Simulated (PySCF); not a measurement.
Structure with atom numbers: `[CH2:1]=[C:2]([CH3:3])[SiH:4]([OH:5])[OH:6]`. Each H is labelled by its parent atom. Ha(C1) is cis to C3; Hb(C1) is trans to C3.

Geometry: GFN2-xTB; GIAO shifts from PySCF 2.14.0 with density-fitted response routines, gas phase, non-relativistic, averaged over equivalent atoms.

At OPBE/pcseg-1 (128 basis functions, 15 s wall time on 1 thread of an Intel Xeon Platinum 8488C, shared host):
```
      atoms  δ (ppm)
         C2    148.1
         C1    125.6
         C3     26.5
        Si4    -34.2
      O5/O6     38.6
     Ha(C1)     5.90
     H(Si4)     5.56
     Hb(C1)     5.41
      H(C3)     2.12
H(O5)/H(O6)     1.49
```

Shifts are taken against calculated references (same method and geometry level): ¹³C (195.99 ppm), ²⁹Si (325.36 ppm), ¹H (31.85 ppm) vs TMS; ¹⁷O (336.32 ppm) against H2O.

Problem. Predict the values at PBE0/pcSseg-1 on the same geometry.

Solution. 
```csv
atoms,δ at PBE0/pcSseg-1,change
C2,155.3,+7.2
C1,129.9,+4.3
C3,24.8,-1.7
Si4,-31.5,+2.7
O5/O6,37.9,-0.7
Ha(C1),5.87,-0.03
H(Si4),5.23,-0.33
Hb(C1),5.30,-0.11
H(C3),2.05,-0.07
H(O5)/H(O6),1.74,+0.25
```

Referencing at the same level of theory: TMS for ¹³C (σref 186.93) and ²⁹Si (σref 349.16) and ¹H (σref 31.72); H2O for ¹⁷O (σref 336.08).

The largest change is at C2 (fully substituted alkene carbon). Cost: 149 basis functions, 14 s wall time on 1 thread of an Intel Xeon Platinum 8488C, shared host. The order of the carbon signals is the same at both levels.

Experimental scales use liquid or dissolved standards, which lie at an offset from isolated H2O (liquid H2O: subtract about 36 ppm).
